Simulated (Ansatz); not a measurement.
`[F][Sb]([Cl])[Cl]` → Cl• + `[F][Sb][Cl]`• at 700 K and 1 bar (homolysis of the Cl–Sb bond).

Isolated molecules relaxed with PBE0-D4/def2-TZVP in Ansatz; ΔE leaves out vibrations. CBS: MP2 limit from def2 TZ/QZ plus the TZ coupled-cluster correction, frozen cores. This one scheme is used for every species, atoms too. Open shells (•) are unrestricted, without spin–orbit coupling. Spin–orbit coupling would lower the free atoms: a little for Cl. Elements past krypton have def2 core potentials. For Sb outer-core shells are correlated without core-valence functions, so the limit isn't a true one: a few kJ/mol of doubt a bond, and 10 to 20 or more in all where bonds break to atoms.

```json
{"species": "`[F][Sb]([Cl])[Cl]`", "CCSD(T)/CBS energy (Eh)": "-1259.47647", "H − E (kJ/mol)": "59.7", "S (J/(mol·K))": "403.1"}
{"species": "Cl•", "CCSD(T)/CBS energy (Eh)": "-459.70966", "H − E (kJ/mol)": "14.6", "S (J/(mol·K))": "186.0"}
{"species": "`[F][Sb][Cl]`•", "CCSD(T)/CBS energy (Eh)": "-799.63103", "H − E (kJ/mol)": "41.9", "S (J/(mol·K))": "351.1"}
```

H − E and S are ideal-gas, rigid-rotor, harmonic terms from PBE0-D4/def2-TZVP, with the whole ground term of open shells counted as degenerate. 1 Eh = 2625.50 kJ/mol, R = 8.31446 J/(mol·K).

Problem. By hand: ΔE, ΔH, ΔS and ΔG.

Solution. ΔE = (-459.70966) + (-799.63103) − (-1259.47647) = 0.13578 Eh = 356.5 kJ/mol. Δ(H − E) = 14.6 + 41.9 − 59.7 = -3.2, so ΔH = 353.3 kJ/mol. ΔS = 186.0 + 351.1 − 403.1 = 134.0 J/(mol·K). ΔG = 353.3 − 700 × (134.0)/1000 = 259.5 kJ/mol.

Problem. By hand: the equilibrium constant, and the temperature at which ΔG would vanish if ΔH and ΔS stayed fixed.

Solution. log₁₀ K = −ΔG/(RT ln 10) = -19.4. ΔG = 0 at ΔH/ΔS = 2637 K, far beyond where these terms or the molecules hold.

The number of gas molecules changes by +1, which sets the sign of ΔS. A doubt of 5 kJ/mol in ΔE shifts log₁₀ K by 0.4 here. These are equilibria of isolated gas molecules and say nothing of rates. Largest T1 diagnostic: 0.016 (customary marks: 0.02 for closed shells, 0.045 for open ones).
